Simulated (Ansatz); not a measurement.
`C[SiH2]C[SiH2]F` and `COC[SiH2]F` differ in one atom or group.

Ansatz, PBE0-D4/def2-TZVP geometries, multiplicity 1. Each molecule was computed in one conformer, which needn't be the lowest.

```tsv
property	`C[SiH2]C[SiH2]F`
HOMO energy (B3LYP/def2-TZVPP) / eV	-8.52
size of the dipole moment (ωB97M-V/def2-TZVPP) / D	2.05
LUMO energy (PBE0/def2-TZVPP) / eV	0.14
HOMO–LUMO gap (ωB97M-V/def2-TZVPP) / eV	12.75
HOMO energy (ωB97M-V/def2-TZVPP) / eV	-10.95
HOMO–LUMO gap (B3LYP/def2-TZVPP) / eV	8.45
```

(1) What does the change do to each property? (Best estimate.)

Results:

(1) The calculation gave: 
```
                                          property  `COC[SiH2]F`  shift
               HOMO energy (B3LYP/def2-TZVPP) / eV         -7.03   1.49
size of the dipole moment (ωB97M-V/def2-TZVPP) / D          2.33   0.28
                LUMO energy (PBE0/def2-TZVPP) / eV          0.29   0.15
           HOMO–LUMO gap (ωB97M-V/def2-TZVPP) / eV         11.54  -1.21
             HOMO energy (ωB97M-V/def2-TZVPP) / eV         -9.58   1.37
             HOMO–LUMO gap (B3LYP/def2-TZVPP) / eV          7.07  -1.38
```

With PBE0 the HOMO rises by 1.49 eV and the LUMO rises by 0.15 eV, so the gap narrows by about 1.34 eV. PBE moves the HOMO by 1.68 eV and ωB97M-V by 1.37 eV. Dipoles are sizes alone; their direction can turn.

B3LYP here is the variant with VWN-RPA as its local correlation; programs differ in this.

Positive LUMOs are unbound, so they and the gaps depend on the basis.
